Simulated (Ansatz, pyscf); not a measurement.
cyclic C₂H₄Si (SMILES C1=C[SiH2]1) → H₂C=CH–SiH: [singlet], a rearrangement on the singlet surface: H–Si, C–Si broken, C–H formed. Structures and frequencies: ωB97X-D3(BJ)/def2-SVP in PySCF. Wave-function energies: Ansatz (a program for electronic structure), frozen core, RHF or UHF references. In kJ/mol, from the reactant's lowest minimum found.

```json
[
 {"level": "B3LYP-D3(BJ)/def2-TZVP", "barrier": "158.03", "reaction energy": "+20.73"},
 {"level": "PBE/def2-TZVP", "barrier": "141.54", "reaction energy": "+36.24"},
 {"level": "CCSD(T)/cc-pV(D+d)Z", "barrier": "163.04", "reaction energy": "+11.58"},
 {"level": "CCSDT(Q)/cc-pV(D+d)Z", "barrier": "161.75", "reaction energy": "+11.29"},
 {"level": "CCSD(T)/cc-pV(T+d)Z", "barrier": "163.92", "reaction energy": "+24.30"},
 {"level": "CCSD(T)/cc-pV(Q+d)Z", "barrier": "166.95", "reaction energy": "+30.89"}
]
```

In cc-pV(D+d)Z, going from CCSD(T) to CCSDT(Q) shifts the barrier by -1.29 and the reaction energy by -0.29 kJ/mol. With HF in the quadruple-zeta basis and the correlation energy extrapolated as X⁻³ from X = 3, 4, CCSD(T) gives 168.04 and +34.02; adding the double-zeta shift gives ΔE‡ = 166.74 and ΔE = +33.73 kJ/mol, without core correlation, relativity or geometry relaxation at these levels. cyclic C₂H₄Si (SMILES C1=C[SiH2]1) lies 26.88 kJ/mol over its isomer HC≡C–SiH₃ (electronic energy, ωB97M-D3(BJ)/def2-TZVP). H₂C=CH–SiH: [singlet] lies 54.32 kJ/mol over its isomer HC≡C–SiH₃ (electronic energy, ωB97M-D3(BJ)/def2-TZVP). One saddle was located; it need not be the lowest between these sides.
